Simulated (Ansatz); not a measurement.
`F[SiH2][Si](F)(Cl)Cl` + H₂O → `O[SiH2][Si](F)(Cl)Cl` + H–F  (formal hydrolysis of the Si–F bond)

Calculated with Ansatz (gas phase, PBE0-D4/def2-TZVP geometries, no zero-point term in ΔE). CBS: MP2 limit from def2 TZ/QZ plus the TZ coupled-cluster correction, frozen cores. This one scheme is used for every species. DFT in def2-TZVPP. HSE06 is defined as in plane-wave codes. One conformer a species, not always the lowest.

```
             level  ΔE (kJ/mol)  difference from CCSD(T)/CBS
            PBE-D4         36.8                         -0.8
           PBE0-D4         35.5                         -2.1
          HSE06-D4         35.4                         -2.2
              PBE0         37.4                         -0.2
           LC-ωPBE         38.4                          0.8
     CCSD/def2-SVP         37.0                         -0.6
  CCSD(T)/def2-SVP         36.4                         -1.2
     HF/def2-QZVPP         44.8                          7.2
    MP2/def2-QZVPP         35.7                         -1.9
SCS-MP2/def2-QZVPP         38.5                          0.9
       CCSD(T)/CBS         37.6                            0
```

Largest T1 diagnostic among the species: 0.011.

The D4 term adds −3.3 kJ/mol with B3LYP and −1.8 kJ/mol with PBE0; it sums over pairs of atoms, weighted by their polarisabilities, and B3LYP, whose exchange is more repulsive, gets the larger term. In def2-TZVPP, CCSD(T) changes the Hartree–Fock value by −7.1 kJ/mol (the triples alone add −1.0 kJ/mol) and MP2 by −8.9 kJ/mol.

CCSD(T)/CBS has its own doubt, a few kJ/mol and more with outer-core shells, so smaller differences from it don't rank the levels.

B3LYP here is the variant with VWN-RPA as its local correlation; programs differ in this.
